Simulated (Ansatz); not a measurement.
Basis sets compared for Al₆P₆H₁₈, a cluster cut from wurtzite AlP (hydrogen-capped). Total charge 0; singlet. Geometry PBE-D4/def2-SVP. Ansatz on 2 threads of AMD EPYC 7R13 on a shared host and a share (18 GiB) of an NVIDIA H100 80GB HBM3; times are rough, and most runs start from earlier orbitals.

Cartesian coordinates in Å:
```
P 2.5931 -1.0279 -0.4012
Al 2.1491 0.3920 1.5258
Al 1.2250 2.3753 -1.7473
P 0.9099 2.2061 0.6599
P 0.4874 -1.0480 2.5708
Al -1.2575 2.3518 1.7569
Al 0.8386 -1.5341 -2.0112
P -0.2263 0.5363 -2.4064
P -0.6402 -2.7041 -0.4714
Al -1.6099 -1.5569 1.4443
Al -2.5865 0.3995 -1.8294
P -2.3494 0.5167 0.5898
H 3.6929 -0.4653 -1.1163
H 3.2055 -2.2467 0.0354
H 3.4418 0.5823 2.4421
H 2.7376 1.8903 -2.0443
H 0.6652 3.7697 -2.2997
H 1.6707 3.2928 1.2055
H 1.1103 -2.2668 2.9920
H 0.1767 -0.4983 3.8508
H -1.0314 1.8542 3.2777
H -1.9720 3.7455 1.4254
H 1.3560 -2.4825 -3.1858
H -0.1981 0.5436 -3.8404
H -0.0113 -3.9149 -0.0363
H -1.7088 -3.2649 -1.2334
H -2.5402 -2.5192 2.3135
H -3.3837 1.6708 -2.3871
H -3.0510 -1.1103 -2.1703
H -3.6935 0.5130 1.0906
```

Single mean-field runs in def2-TZVP are fitted with def2-universal-jkfit.

Binding counts from free atoms (P quartet, Al doublet, H doublet) in the same basis, without a counterpoise term.

```
           level  functions  energy (Eh)  HOMO (eV)  LUMO (eV)  binding per atom (eV)  wall time
 PBE-D4/def2-SVP        306   -3510.9331      -6.27      -2.31                   2.89       14 s
PBE0-D4/def2-SVP        306   -3511.2934      -7.39      -1.56                   2.88       17 s
```

Question: Estimate the rows for PBE-D4/def2-TZVP, PBE0-D4/def2-TZVP (with forces).

Answer: 
| level | functions | energy (Eh) | HOMO (eV) | LUMO (eV) | binding per atom (eV) | wall time |
| --- | --- | --- | --- | --- | --- | --- |
| PBE-D4/def2-TZVP | 552 | -3512.1450 | -6.32 | -2.57 | 2.87 | 18 s |
| PBE0-D4/def2-TZVP (with forces) | 552 | -3512.4857 | -7.40 | -1.81 | 2.87 | 22 s |
